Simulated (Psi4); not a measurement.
C6H7N, charge +1, doublet (typed; the unrestricted solution is spin-contaminated), at a GFN2-xTB geometry (a state made from the parent by changing its charge; the spin is typed, not shown lowest); CCSD(T)/STO-3G (Psi4).

The Psi4 input:
```
memory 2 GB

molecule mol {
1 2
  N     2.244114   -0.288952    0.146351
  C     0.932114   -0.120019    0.060788
  C     0.325227    1.087390    0.524676
  C    -1.030799    1.250598    0.431162
  C    -1.828711    0.235465   -0.119260
  C    -1.249121   -0.957035   -0.579848
  C     0.104680   -1.142745   -0.496639
  H     2.683928   -1.140505   -0.179370
  H     2.839177    0.429350    0.539562
  H     0.950896    1.859974    0.945840
  H    -1.492489    2.161226    0.780538
  H    -2.897328    0.373060   -0.188951
  H    -1.877048   -1.727364   -1.000284
  H     0.563729   -2.054997   -0.847063
}

set basis sto-3g
set reference uhf

energy('ccsd(t)')
print_variables()
```

Q: Write the output that Psi4 gives for this input, abridged.

A: 
```
   => Loading Basis Set <=

    Name: STO-3G
    Role: ORBITAL
    Keyword: BASIS

         ---------------------------------------------------------
                                   SCF
               by Justin Turney, Rob Parrish, Andy Simmonett
                          and Daniel G. A. Smith
                              UHF Reference
         ---------------------------------------------------------

  ==> Geometry <==

    Molecular point group: c1
    Full point group: C1

    Geometry (in Angstrom), charge = 1, multiplicity = 2:

       Center              X                  Y                   Z               Mass
    ------------   -----------------  -----------------  -----------------  -----------------
         N            2.252258702961    -0.290000800071     0.146882096912    14.003074004430
         C            0.940258702961    -0.121067800071     0.061319096912    12.000000000000
         C            0.333371702961     1.086341199929     0.525207096912    12.000000000000
         C           -1.022654297039     1.249549199929     0.431693096912    12.000000000000
         C           -1.820566297039     0.234416199929    -0.118728903088    12.000000000000
         C           -1.240976297039    -0.958083800071    -0.579316903088    12.000000000000
         C            0.112824702961    -1.143793800071    -0.496107903088    12.000000000000
         H            2.692072702961    -1.141553800071    -0.178838903088     1.007825032230
         H            2.847321702961     0.428301199929     0.540093096912     1.007825032230
         H            0.959040702961     1.858925199929     0.946371096912     1.007825032230
         H           -1.484344297039     2.160177199929     0.781069096912     1.007825032230
         H           -2.889183297039     0.372011199929    -0.188419903088     1.007825032230
         H           -1.868903297039    -1.728412800071    -0.999752903088     1.007825032230
         H            0.571873702961    -2.056045800071    -0.846531903088     1.007825032230

  Running in c1 symmetry.

  Rotational constants: A =      0.18268  B =      0.08971  C =      0.06017 [cm^-1]
  Rotational constants: A =   5476.72034  B =   2689.45520  C =   1803.70773 [MHz]
  Nuclear repulsion =  272.612479933315797

  Charge       = 1
  Multiplicity = 2
  Electrons    = 49
  Nalpha       = 25
  Nbeta        = 24

  ==> Algorithm <==

  SCF Algorithm Type is PK.
  DIIS enabled.
  MOM disabled.
  Fractional occupation disabled.
[...]
  @UHF Final Energy:  -282.05640352911126
    Total Energy =                       -282.0564035291112646
[...]
     23  22   1   0        -0.0570319908
     24  22   2   2        -0.0569575590
     23  22   2   1         0.0552547355
     24  23   1   0        -0.0536432199

    SCF energy       (wfn)                    = -282.056403529111265
    Reference energy (file100)                = -282.056403529111378

    Opposite-spin MP2 correlation energy      =   -0.267301132610940
    Same-spin MP2 correlation energy          =   -0.064550212717975
    Singles MP2 correlation energy            =   -0.000000000000000
    MP2 correlation energy                    =   -0.331851345328915
      * MP2 total energy                      = -282.388254874440292

    Opposite-spin CCSD correlation energy     =   -0.381252321149223
    Same-spin CCSD correlation energy         =   -0.063204664409558
    Singles CCSD correlation energy           =   -0.000000000000000
    CCSD correlation energy                   =   -0.444456985558781
      * CCSD total energy                     = -282.500860514670137

            **************************
            *                        *
            *        CCTRIPLES       *
            *                        *
            **************************

    Wave function   =    CCSD_T
    Reference wfn   =      UHF

    Nuclear Rep. energy (wfn)                =  272.612479933315797
    SCF energy          (wfn)                = -282.056403529111265
    Reference energy    (file100)            = -282.056403529111378
    CCSD energy         (file100)            =   -0.444456985558781
    Total CCSD energy   (file100)            = -282.500860514670137

    Number of ijk index combinations:
    Spin Case AAA:                                2300
    Spin Case BBB:                                2024
    Spin Case AAB:                                7200
    Spin Case ABB:                                6900
    AAA (T) energy                             =   -0.000312874047872
    BBB (T) energy                             =   -0.000208197422489
    AAB (T) energy                             =   -0.004759643177329
    ABB (T) energy                             =   -0.005080177471640
    (T) energy                                   =   -0.010360892119330
      * CCSD(T) total energy                     = -282.511221406789502

  Variable Map:
  ----------------------------------------------------------------------------
[...]
  Array Variable Map:
  ----------------------------------------------------------------------------
[...]
[...]
```
